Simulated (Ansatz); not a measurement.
`[CH3][In]([F])[O][SiH3]` + `[SH][SnH3]` → `[SiH3][S][SnH3]` + `[CH3][In]([OH])[F]`  (ligand exchange at the Si–O bond)

Isolated molecules relaxed with PBE0-D4/def2-TZVP in Ansatz; ΔE leaves out vibrations. CCSD(T)/CBS is the MP2 limit (def2-TZVPP, def2-QZVPP) plus CCSD(T) − MP2 in def2-TZVPP, frozen cores. Functionals use def2-TZVPP. B3LYP here is the variant with VWN-RPA as its local correlation; programs differ in this. def2 core potentials past Kr. For In, Sn outer-core shells are correlated without core-valence functions, which leaves a few kJ/mol of doubt a bond. One conformer a species, not always the lowest.

```
             level  ΔE (kJ/mol)
           PBE0-D4         31.9
        r2SCANh-D4         39.6
            B2PLYP         47.4
             B3LYP         48.2
             BHLYP         56.5
RPA@PBE/def2-TZVPP         48.3
  CCSD(T)/def2-SVP         52.0
   CCSD/def2-TZVPP         50.4
```

Question: What does CCSD(T)/CBS give? (Estimate.)

Answer: The calculation gave: +41.6 kJ/mol. The listed levels differ from it by -9.7, -2.0, 5.8, 6.6, 14.9, 6.7, 10.4, 8.8 kJ/mol.

Largest T1 diagnostic among the species: 0.016.

From PBE to PBE0 (25 % exact exchange), in def2-TZVPP and without D4, ΔE moves by +6.3 kJ/mol. Leaving LDA and LC-ωPBE aside and taking each functional with its dispersion term where it has one, the values, not all of them listed here, spread over 28.4 kJ/mol, from revPBE-D4 to BHLYP-D4. At CCSD(T), def2-SVP lies +10.3 kJ/mol from the extrapolated value and def2-TZVPP +4.5 kJ/mol.
